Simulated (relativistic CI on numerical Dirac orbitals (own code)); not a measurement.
# Ligand-field terms of d7

Computed with a parametric ligand-field model of a d^n configuration (Racah B and C, spin-orbit zeta, crystal field), exact diagonalisation.

Field parameters in Wybourne normalisation: Oh B⁴₀ = 21Dq, B⁴₄ = √(5/14) B⁴₀. The field is a parameter set, without covalency.

B = 390 cm⁻¹, C = 1790 cm⁻¹ (C/B = 4.59), Oh, no spin-orbit coupling. Tanabe-Sugano data, E/B above the lowest term (Δ = |10Dq|; b, c mark the second and third term of a kind):

```csv
Δ/B,4T1,4T2,4A2,4T1(b),2E,2T1,2T2,2T1(b)
1.0,0.00,0.81,1.81,15.62,18.09,18.35,18.15,22.97
5.0,0.00,4.22,9.22,18.44,15.75,19.11,19.13,23.70
9.0,0.00,7.82,16.82,21.63,12.12,19.08,19.48,24.21
13.0,0.00,11.53,24.53,25.06,8.31,18.95,19.58,24.56
17.0,0.00,15.32,32.32,28.64,4.43,18.82,19.60,24.80
21.0,0.00,19.16,40.16,32.31,0.52,18.71,19.58,24.97
25.0,3.41,26.43,51.43,39.46,0.00,22.02,22.97,28.50
29.0,7.34,34.27,63.27,47.19,0.00,25.88,26.89,32.53
33.0,11.29,42.13,75.13,54.97,0.00,29.76,30.81,36.55
37.0,15.25,50.02,87.02,62.79,0.00,33.66,34.74,40.57
41.0,19.21,57.92,98.92,70.63,0.00,37.58,38.69,44.58
45.0,23.17,65.83,110.83,78.49,0.00,41.50,42.63,48.58
```

The ground term changes from 4T1 to 2E between Δ/B = 21.0 and 25.0.
